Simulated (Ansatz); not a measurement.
Species: sum formula H$_{8}$Si$_{3}$NO, net charge 0, doublet state. It need not be the lowest isomer of its formula. 
Geometry from a B3LYP-D3(BJ)/def2-TZVP (Ansatz, a quantum-chemistry and plane-wave program) optimisation:
SMILES: [SiH3][N][SiH2]O[SiH3]
```xyz
13

Si    -0.0139    -0.5898    -1.3471
N     -1.4777    -0.3168    -0.5129
Si    -2.1068     0.2665     0.9771
O      1.3649    -0.3327    -0.5034
Si     2.0847     0.5237     0.6953
H     -0.0180    -2.0084    -1.7635
H     -0.0425     0.3232    -2.5133
H     -2.3960     1.7054     0.7400
H     -3.3620    -0.4430     1.3127
H     -1.1660     0.1487     2.1201
H      1.2792     1.7265     1.0160
H      3.4308     0.9380     0.2452
H      2.2023    -0.3173     1.9068
```
Charge 0, spin multiplicity 2.

Dipole moments at this geometry, in debye (magnitudes).

```json
[
 {"level": "SVWN5/def2-TZVPD", "program": "Ansatz", "dipole (D)": "0.65"},
 {"level": "PBE/def2-TZVPD", "program": "Ansatz", "dipole (D)": "0.59"},
 {"level": "BLYP/def2-TZVPD", "program": "Ansatz", "dipole (D)": "0.61"},
 {"level": "r2SCAN/def2-TZVPD", "program": "Ansatz", "dipole (D)": "0.61"},
 {"level": "B3LYP/def2-TZVPD", "program": "Ansatz", "dipole (D)": "0.66"},
 {"level": "BHLYP/def2-TZVPD", "program": "Ansatz", "dipole (D)": "0.72"},
 {"level": "r2SCAN0/def2-TZVPD", "program": "Ansatz", "dipole (D)": "0.66"},
 {"level": "HSE06/def2-TZVPD", "program": "Ansatz", "dipole (D)": "…"},
 {"level": "CAM-B3LYP/def2-TZVPD", "program": "Ansatz", "dipole (D)": "0.71"},
 {"level": "LC-wPBE/def2-TZVPD", "program": "Ansatz", "dipole (D)": "0.72"},
 {"level": "wB97M-V/def2-TZVPD", "program": "Ansatz", "dipole (D)": "0.67"},
 {"level": "wB97X-V/def2-TZVPD", "program": "Ansatz", "dipole (D)": "0.70"},
 {"level": "CCSD(T)/aug-cc-pV(D+d)Z", "program": "Ansatz", "dipole (D)": "…"}
]
```

**Question.** Fill in the missing entries.

**Answer.** 
- HSE06/def2-TZVPD, dipole (D): 0.65
- CCSD(T)/aug-cc-pV(D+d)Z, dipole (D): 0.67
